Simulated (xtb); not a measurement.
F$_{2}$Ge, charge -1, doublet, from a rough starting geometry (a state made from the parent by changing its charge; the spin is typed, not shown lowest); GFN2-xTB (xtb).

xtb was given this input:
```
$ xtb mol.xyz --gfn 2 --chrg -1 --uhf 1 --opt vtight --json

# file mol.xyz
3

Ge    -0.00933108    -0.06847133     0.81616110
F      0.60847905     1.12820080    -0.43351128
F     -0.66478329    -1.13385022    -0.42864098
```

It wrote (shortened):

```
   ID    Z sym.   atoms
    1   32 Ge     1
    2    9 F      2, 3

           -------------------------------------------------
          |                Calculation Setup                |
           -------------------------------------------------

           -------------------------------------------------
          |                 G F N 2 - x T B                 |
           -------------------------------------------------

          ...................................................
          :                      SETUP                      :
          :.................................................:
          :  # basis functions                  18          :
          :  # atomic orbitals                  17          :
          :  # shells                            7          :
          :  # electrons                        19          :
          :  max. iterations                   250          :
          :  Hamiltonian                  GFN2-xTB          :
          :  restarted?                      false          :
          :  GBSA solvation                  false          :
          :  PC potential                    false          :
          :  electronic temp.          300.0000000     K    :
          :  accuracy                    1.0000000          :
          :  -> integral cutoff          0.2500000E+02      :
          :  -> integral neglect         0.1000000E-07      :
          :  -> SCF convergence          0.1000000E-05 Eh   :
          :  -> wf. convergence          0.1000000E-03 e    :
          :  Broyden damping             0.4000000          :
          :  net charge                         -1          :
          :  unpaired electrons                  1          :
          ...................................................

 iter      E             dE          RMSdq      gap      omega  full diag
   1    -11.5779303 -0.115779E+02  0.699E+00    2.82       0.0  T
   2    -11.6550464 -0.771161E-01  0.102E+01    2.74       1.0  T
   3    -11.6583898 -0.334338E-02  0.874E+00    2.74       1.0  T
   4    -11.6626635 -0.427379E-02  0.485E-01    2.72       1.0  T
   5    -11.6627102 -0.466378E-04  0.604E-01    2.72       1.0  T
   6    -11.6628249 -0.114668E-03  0.466E-02    2.72       1.2  T
   7    -11.6628251 -0.217837E-06  0.936E-03    2.72       6.2  T
   8    -11.6628251 -0.567901E-08  0.116E-03    2.72      49.6  T
   9    -11.6628251  0.189241E-09  0.479E-04    2.72     120.6  T
  10    -11.6628251 -0.209480E-09  0.162E-05    2.72    3559.0  T

   *** convergence criteria satisfied after 10 iterations ***

         :::::::::::::::::::::::::::::::::::::::::::::::::::::
         ::                     SUMMARY                     ::
         :::::::::::::::::::::::::::::::::::::::::::::::::::::
         :: total energy             -11.659077936121 Eh    ::
         :: gradient norm              0.088183219316 Eh/a0 ::
         :: HOMO-LUMO gap              2.715197606963 eV    ::
         ::.................................................::
         :: SCC energy               -11.662825071957 Eh    ::
         :: -> isotropic ES            0.204831720141 Eh    ::
         :: -> anisotropic ES         -0.006780188653 Eh    ::
         :: -> anisotropic XC         -0.000816161333 Eh    ::
         :: -> dispersion             -0.001078624232 Eh    ::
         :: repulsion energy           0.003747135837 Eh    ::
         :: add. restraining           0.000000000000 Eh    ::
         :: total charge              -1.000000000000 e     ::
         :::::::::::::::::::::::::::::::::::::::::::::::::::::

      -----------------------------------------------------------
     |                   =====================                   |
     |                        A N C O P T                        |
     |                   =====================                   |
     |               Approximate Normal Coordinate               |
     |                Rational Function Optimizer                |
      -----------------------------------------------------------
      -----------------------------------------------------------
     |                   =====================                   |
     |                        A N C O P T                        |
     |                   =====================                   |
     |               Approximate Normal Coordinate               |
     |                Rational Function Optimizer                |
      -----------------------------------------------------------

          ...................................................
          :                      SETUP                      :
          :.................................................:
          :   optimization level         verytight          :
          :   max. optcycles                   200          :
          :   ANC micro-cycles                  20          :
          :   degrees of freedom                 3          :
          :.................................................:
          :   RF solver                   davidson          :
          :   write xtbopt.log                true          :
          :   linear?                        false          :
          :   energy convergence         0.1000000E-06 Eh   :
          :   grad. convergence          0.2000000E-03 Eh/α :
          :   maxmium RF displ.          1.0000000          :
          :   Hlow (freq-cutoff)         0.1000000E-01      :
          :   Hmax (freq-cutoff)         5.0000000          :
          :   S6 in model hess.         20.0000000          :
          ...................................................

generating ANC from exact Hessian ...
Using Lindh-Hessian (1995)
 Shifting diagonal of input Hessian by    0.0000000000000000
 Lowest  eigenvalues of input Hessian
    0.000000    0.000000    0.000000    0.000000    0.000000    0.000000
    0.039289    0.704189    0.912032
 Highest eigenvalues
[...]
 * total energy  :   -11.6590779 Eh     change       -0.1421085E-13 Eh
 * total energy  :   -11.6674316 Eh     change       -0.8353667E-02 Eh
 * total energy  :   -11.6785560 Eh     change       -0.1112438E-01 Eh
 * total energy  :   -11.6812015 Eh     change       -0.2645468E-02 Eh
 * total energy  :   -11.6819042 Eh     change       -0.7027911E-03 Eh
 * total energy  :   -11.6822115 Eh     change       -0.3072708E-03 Eh
 * total energy  :   -11.6824708 Eh     change       -0.2593194E-03 Eh
 * total energy  :   -11.6825153 Eh     change       -0.4442893E-04 Eh
 * total energy  :   -11.6825159 Eh     change       -0.6476316E-06 Eh
 * total energy  :   -11.6825161 Eh     change       -0.1434120E-06 Eh
 * total energy  :   -11.6825161 Eh     change       -0.7996347E-08 Eh
   *** GEOMETRY OPTIMIZATION CONVERGED AFTER 11 ITERATIONS ***
[...]
          :  # electrons                        19          :
          :  max. iterations                   250          :
          :  Hamiltonian                  GFN2-xTB          :
          :  restarted?                      false          :
          :  GBSA solvation                  false          :
          :  PC potential                    false          :
          :  electronic temp.          300.0000000     K    :
          :  accuracy                    1.0000000          :
          :  -> integral cutoff          0.2500000E+02      :
          :  -> integral neglect         0.1000000E-07      :
          :  -> SCF convergence          0.1000000E-05 Eh   :
          :  -> wf. convergence          0.1000000E-03 e    :
          :  Broyden damping             0.4000000          :
          :  net charge                         -1          :
          :  unpaired electrons                  1          :
          ...................................................

 iter      E             dE          RMSdq      gap      omega  full diag
   1    -11.6826913 -0.116827E+02  0.849E-06    1.36       0.0  T
   2    -11.6826913 -0.532907E-14  0.502E-06    1.36   11497.7  T
   3    -11.6826913 -0.177636E-14  0.241E-07    1.36  100000.0  T

   *** convergence criteria satisfied after 3 iterations ***

         :::::::::::::::::::::::::::::::::::::::::::::::::::::
         ::                     SUMMARY                     ::
         :::::::::::::::::::::::::::::::::::::::::::::::::::::
         :: total energy             -11.682516061711 Eh    ::
         :: gradient norm              0.000053016535 Eh/a0 ::
         :: HOMO-LUMO gap              1.362889424782 eV    ::
         ::.................................................::
         :: SCC energy               -11.682691327715 Eh    ::
         :: -> isotropic ES            0.200363671908 Eh    ::
         :: -> anisotropic ES         -0.000306633155 Eh    ::
         :: -> anisotropic XC         -0.000317283072 Eh    ::
         :: -> dispersion             -0.001059918585 Eh    ::
         :: repulsion energy           0.000175266004 Eh    ::
         :: add. restraining           0.000000000000 Eh    ::
         :: total charge              -1.000000000000 e     ::
         :::::::::::::::::::::::::::::::::::::::::::::::::::::

           -------------------------------------------------
          |                Property Printout                |
           -------------------------------------------------

    * Orbital Energies and Occupations

         #    Occupation            Energy/Eh            Energy/eV
      -------------------------------------------------------------
         1        2.0000           -0.4852896             -13.2054
         2        2.0000           -0.4831637             -13.1476
         3        2.0000           -0.3274886              -8.9114
         4        2.0000           -0.2105811              -5.7302
         5        2.0000           -0.2008067              -5.4642
         6        2.0000           -0.1997005              -5.4341
         7        2.0000           -0.1988908              -5.4121
         8        2.0000           -0.1957659              -5.3271
         9        2.0000           -0.1822987              -4.9606
        10        1.0000           -0.0079164              -0.2154 (HOMO)
        11                          0.0421688               1.1475 (LUMO)
        12                          0.0766102               2.0847
        13                          0.2558767               6.9628
        14                          0.2750638               7.4849
        15                          0.2927508               7.9662
        16                          0.5018230              13.6553
        17                          0.7007523              19.0684
      -------------------------------------------------------------
                  HL-Gap            0.0500853 Eh            1.3629 eV
             Fermi-level           -0.0389907 Eh           -1.0610 eV

     #   Z          covCN         q      C6AA      α(0)
     1  32 Ge       1.183     0.169   280.657    35.755
     2   9 F        0.591    -0.584    16.138     4.737
     3   9 F        0.592    -0.584    16.134     4.737

 Mol. C6AA /au·bohr⁶  :        577.595458
 Mol. C8AA /au·bohr⁸  :      36179.433106
 Mol. α(0) /au        :         45.229217

Wiberg/Mayer (AO) data.
largest (>0.10) Wiberg bond orders for each atom

 ---------------------------------------------------------------------------
     #   Z sym  total        # sym  WBO       # sym  WBO       # sym  WBO
 ---------------------------------------------------------------------------
     1  32 Ge   1.503 --     3 F    0.752     2 F    0.751
     2   9 F    0.758 --     1 Ge   0.751
     3   9 F    0.759 --     1 Ge   0.752
 ---------------------------------------------------------------------------

Topologies differ in total number of bonds
Writing topology from bond orders to xtbtopo.mol

molecular dipole:
                 x           y           z       tot (Debye)
 q only:        0.074       0.021       1.093
   full:        0.074       0.021       1.084       2.762
molecular quadrupole (traceless):
                xx          xy          yy          xz          yz          zz
 q only:        1.986      -8.492      -8.297      -0.128      -0.150       6.310
  q+dip:        2.138      -8.751      -8.460      -0.138      -0.146       6.321
   full:        1.473      -8.793      -9.174      -0.075      -0.194       7.701

optimized geometry written to: xtbopt.xyz

           -------------------------------------------------
          | TOTAL ENERGY              -11.682516061711 Eh   |
          | GRADIENT NORM               0.000053016535 Eh/α |
          | HOMO-LUMO GAP               1.362889424782 eV   |
           -------------------------------------------------

normal termination of xtb
```
